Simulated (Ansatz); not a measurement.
`[F][GeH]([F])[Cl]` + `[F][Ga]([F])[SH]` → `[F][GeH]([SH])[Cl]` + `[F][Ga]([F])[F]` at 500 K and 1 bar (redistribution).

Computed with Ansatz on PBE0-D4/def2-TZVP structures; ΔE is electronic, products minus reactants. CBS: MP2 limit from def2 TZ/QZ plus the TZ coupled-cluster correction, frozen cores. For Ga, Ge outer-core shells are correlated without core-valence functions, which leaves a few kJ/mol of doubt a bond. Scalar relativity is left out up to krypton. One conformer a species, not always the lowest.

| species | CCSD(T)/CBS energy (Eh) | H − E (kJ/mol) | S (J/(mol·K)) |
| --- | --- | --- | --- |
| `[F][GeH]([F])[Cl]` | -2736.19042 | 70.0 | 357.9 |
| `[F][Ga]([F])[SH]` | -2522.02273 | 71.1 | 372.8 |
| `[F][GeH]([SH])[Cl]` | -3034.76350 | 94.7 | 392.5 |
| `[F][Ga]([F])[F]` | -2223.43412 | 46.1 | 329.3 |

H − E and S are ideal-gas, rigid-rotor, harmonic terms from PBE0-D4/def2-TZVP, for one conformer and one mirror image of each species. 1 Eh = 2625.50 kJ/mol, R = 8.31446 J/(mol·K).

By hand: ΔE, ΔH, ΔS and ΔG.

ΔE = (-3034.76350) + (-2223.43412) − (-2736.19042) − (-2522.02273) = 0.01553 Eh = 40.8 kJ/mol. Δ(H − E) = 94.7 + 46.1 − 70.0 − 71.1 = -0.3, so ΔH = 40.5 kJ/mol. ΔS = 392.5 + 329.3 − 357.9 − 372.8 = -8.9 J/(mol·K). ΔG = 40.5 − 500 × (-8.9)/1000 = 45.0 kJ/mol.

By hand: the equilibrium constant, and the temperature at which ΔG would vanish if ΔH and ΔS stayed fixed.

log₁₀ K = −ΔG/(RT ln 10) = -4.7. ΔH and −TΔS have one sign here, so there is no such temperature.

The number of gas molecules stays the same, so ΔS is small and ΔH decides. A doubt of 5 kJ/mol in ΔE shifts log₁₀ K by 0.5 here. Other conformers and mirror images would add mixing entropy, several J/(mol·K) or more a flexible species. These are equilibria of isolated gas molecules and say nothing of rates. Largest T1 diagnostic: 0.015 (customary marks: 0.02 for closed shells, 0.045 for open ones).

ΔS is within the doubt of such terms, so its sign, and with it that verdict, could turn.
